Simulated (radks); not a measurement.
Spherical quantum dot in the effective-mass picture: electrons in a well V = -V0 / (1 + exp((r - R)/a)) with V0 = 5.27, R = 6.18, a = 0.37, with a point charge +1 (a donor) at the centre, all in effective atomic units (hartree* = m*/eps^2 hartree, bohr* = eps/m* bohr), one dielectric constant everywhere. Method: non-relativistic Kohn-Sham, LDA (Slater exchange, Perdew-Wang correlation), spin-polarised, spherical densities; computed with a radial shooting solver with Libxc functionals. Levels are named by radial order and angular momentum (1s, 1p, 1d, 2s, ...), and open shells are averaged over m.

N = 6, configuration 1s2 1p(up 3, down 1). This is the lowest configuration that the search found. Occupied and some empty levels:

| level | occupation | eigenvalue (hartree*) | <r> (bohr*) |
|---|---|---|---|
| 1s up | 1 | -4.1730 | 2.625 |
| 1s down | 1 | -4.1520 | 2.484 |
| 1p up | 3 | -4.0070 | 3.750 |
| 1p down | 1 | -3.9740 | 3.752 |
| 2s up | 0 | -3.8979 | 2.815 |
| 2s down | 0 | -3.8825 | 2.925 |
| 1d up | 0 | -3.8455 | 4.036 |
| 1d down | 0 | -3.8126 | 4.047 |
| 1f up | 0 | -3.6448 | 4.238 |
| 1f down | 0 | -3.6130 | 4.250 |

Energy (hartree*): total -28.7157, kinetic 1.4095, external -33.642, Hartree 4.7785, exchange-correlation -1.2616.

Electron density:

| r (bohr*) | n(r) (e/bohr*^3) |
|---|---|
| 0.322 | 0.1260 |
| 0.680 | 0.06617 |
| 1.04 | 0.03817 |
| 1.40 | 0.02498 |
| 1.75 | 0.01880 |
| 2.11 | 0.01603 |
| 2.47 | 0.01487 |
| 2.83 | 0.01431 |
| 3.19 | 0.01370 |
| 3.54 | 0.01260 |
| 3.90 | 0.01079 |
| 4.26 | 0.008330 |
| 4.62 | 0.005586 |
| 4.98 | 0.003110 |
| 5.33 | 0.001354 |
| 5.69 | 0.0004303 |
| 6.05 | 0.00009552 |
| 6.41 | 0.00001508 |
| 6.77 | 1.885e-06 |
| 7.12 | 2.100e-07 |
